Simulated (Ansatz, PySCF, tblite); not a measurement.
Dissociation curve of HCl (cation, charge +1), doublet.

- GFN2-xTB, 300 K electronic temperature (tblite)
- UKS-B3LYP/6-31G* = unrestricted B3LYP/6-31G*, spherical d in PySCF
- UHF/cc-pVDZ (Ansatz, a first-principles code)
- UKS-CAM-B3LYP = Ansatz with unrestricted CAM-B3LYP/cc-pVDZ

Energies are in kJ/mol, each relative to the lowest point of its own curve near equilibrium.

```
R / Å  GFN2-xTB  UKS-B3LYP/6-31G*    UHF  UKS-CAM-B3LYP
-----  --------  ----------------  -----  -------------
0.99      213.4             284.3  284.8          299.4
1.04      132.2             183.2  182.4          195.8
1.12       54.8              79.1   77.1           87.6
1.18       23.9              34.7   32.4           40.2
1.25        5.8               7.9    6.4           10.4
1.30        0.7               0.8    0.2            1.4
1.32        0.0               0.0    0.0            0.0
1.36        ___               1.4    2.7            0.3
1.41        4.0               ___    ___            5.5
1.48       12.8               ___   29.0           19.3
1.54       23.1              38.3   48.6           35.3
1.63       41.8              65.8   82.0           63.8
1.81       85.9             123.5  152.4          127.0
2.01        ___             182.0  216.1          194.0
2.15        ___             215.6  247.7          233.2
2.35      213.7             252.0  279.6          276.0
2.62      257.8             284.2  306.8          315.1
2.88      286.4             303.4  321.7          339.7
3.22      307.3             317.8  331.5          360.2
3.57          —             324.4  335.5          372.5
3.97          —             326.2  337.2          379.6
4.61          —             323.2  337.9          383.1
5.25          —             317.6  338.0          382.6
```

Question: Fill in the missing entries.

Answer: 
- 1.36, GFN2-xTB: 0.5
- 1.41, UKS-B3LYP/6-31G*: 7.7
- 1.41, UHF: 10.9
- 1.48, UKS-B3LYP/6-31G*: 22.2
- 2.01, GFN2-xTB: 137.4
- 2.15, GFN2-xTB: 171.3

A dash means that the run gave no value there, or that the column was ended at a point which the program doubted or which failed a test of continuity chosen for this set; such a test can also cut sound points.

The unrestricted determinant behind UKS-B3LYP/6-31G*, UKS-CAM-B3LYP is spin-contaminated at 2.15 to 5.25 Å (<S²> up to 1.3, against 0.75 for a pure doublet). The unrestricted determinant behind UHF is spin-contaminated at 2.01 to 5.25 Å (<S²> up to 1.8, against 0.75 for a pure doublet).
